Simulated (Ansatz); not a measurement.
System: BH₂, charge 1, multiplicity 1. 
Coordinates optimised at B3LYP-D3(BJ)/def2-TZVP (Ansatz, a quantum-chemistry and plane-wave program):
```
B
H 1 1.1744
H 1 1.1744 2 180.00
```
Charge +1, spin multiplicity 1.

Basis-set convergence of Hartree-Fock and CCSD(T) correlation energies (hartree) with Ansatz. Cores are frozen in the correlated levels unless marked. No spin-orbit coupling. No relativistic terms.

| basis | functions | E(HF) | E(corr, CCSD(T)) | rough core time |
|---|---|---|---|---|
| cc-pVDZ | 24 | -25.47184 | -0.07370 | under 20 s |
| cc-pVTZ | 58 | -25.47891 | -0.08615 | under 20 s |
| cc-pVQZ | 115 | -25.48045 | -0.08974 | under 20 s |
| cc-pV5Z | 201 | -25.48079 | -0.09069 | 40 s |

Extrapolating the two largest sets (X = 4 and 5) as X^-3: E(corr) = (125·(-0.09069) - 64·(-0.08974))/61 = -0.0917 Eh, an estimate of the basis-set limit. The largest set recovers 98.9 % of it, the smallest 80.4 %.
